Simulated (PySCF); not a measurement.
# Computed properties of F4S, SMILES FS(F)(F)F

F₄S, SMILES FS(F)(F)F. The structure is a stationary point at PBE0-D3(BJ)/def2-SVP. Other conformers were not sampled. All values are computed for the isolated molecule unless a solvent is named; none is compared with measurement here.

**Structure.** The optimised structure has C2v symmetry. All 9 harmonic modes at PBE0-D3(BJ)/def2-SVP (PySCF) are real, so it is a minimum. With heavy atoms numbered as in [F:1][S:2]([F:3])([F:4])[F:5], the shortest bond between them is S2–F5 at 1.581 Å and the longest S2–F4 at 1.658 Å.

**Vibrations.** The strongest infrared lines (harmonic, unscaled, degenerate partners summed) lie at 834 cm⁻¹ (583 km/mol, S 60 %, F 40 %), 886 cm⁻¹ (167 km/mol, F 58 %, S 42 %), 907 cm⁻¹ (123 km/mol, F 56 %, S 44 %). The softest mode is at 217 cm⁻¹ and the zero-point energy is 7.5 kcal/mol.

**Electronic structure.** r2SCAN/def2-TZVP (PySCF) places the frontier levels at -8.67 and -3.12 eV, a gap of 5.55 eV, and gives a dipole moment of 0.69 D and a mean polarisability of 24.9 bohr³. PBE/def2-TZVP (PySCF) at the same geometry gives -8.30 and -3.21 eV, so its gap is 0.46 eV narrower. An orbital gap is neither the optical nor the fundamental gap.

**Excitations.** TDA-ωB97X/def2-SVPD (PySCF) has S1 at 6.73 eV (184 nm, f = 0.062, bright); the most intense of the 10 singlets computed lies at 6.73 eV (f = 0.06). T1 (TDA) is at 4.82 eV, 1.91 eV under S1. TDA-PBE/def2-SVPD (PySCF) puts S1 at 6.02 eV. No vertical singlet excitation falls in the visible range (under 3.1 eV).

**NMR.** GIAO shifts at KT2/pcSseg-2 (PySCF) (non-relativistic, atoms alike by connectivity averaged): ¹⁹F at 62.6 ppm against CFCl3.

**Solvation.** SMD-M06-2X/6-31G* (PySCF) gives 1.5 kcal/mol in water, -0.4 kcal/mol in n-hexane, -0.6 kcal/mol in cyclohexanone (1 M in both phases, gas-phase geometry); of these solvents cyclohexanone holds the molecule best.
